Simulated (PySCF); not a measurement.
C₂H₆BFO₂, SMILES C[C@@H](F)B(O)O.

Coordinates come from a B3LYP-D3(BJ)/def2-SVP optimisation. The structure was generated by enumeration; whether it is a known compound was not checked. The values are those of a single conformer.

Two levels are set side by side: TDDFT-PBE/def2-SVPD (PySCF) and TDDFT-B3LYP/def2-SVPD (PySCF). Vertical, same geometry. The lowest singlet is HOMO→LUMO 100 % with PBE and HOMO→LUMO 99 % with the other functional; states are paired by order. Differences are taken from unrounded values.

| quantity | TDDFT-B3LYP |
|---|---|
| lowest singlet excitation (eV) | 7.15 |
| lowest triplet excitation (TDA) (eV) | 6.99 |

Task: What does TDDFT-PBE give, and how far is it from TDDFT-B3LYP? (Estimate from the structure and the level; the computed values follow.)

Result: 
```csv
quantity,TDDFT-PBE,TDDFT-PBE minus TDDFT-B3LYP
lowest singlet excitation (eV),6.35,-0.80
lowest triplet excitation (TDA) (eV),6.23,-0.76
```

A lower first singlet is the usual sign of a functional without exact exchange. Differences between two approximate levels are no errors against the true value.

Rough cost on one machine, each run with all the roots and properties that it gave: TDDFT-B3LYP against TDDFT-PBE about 4 times.
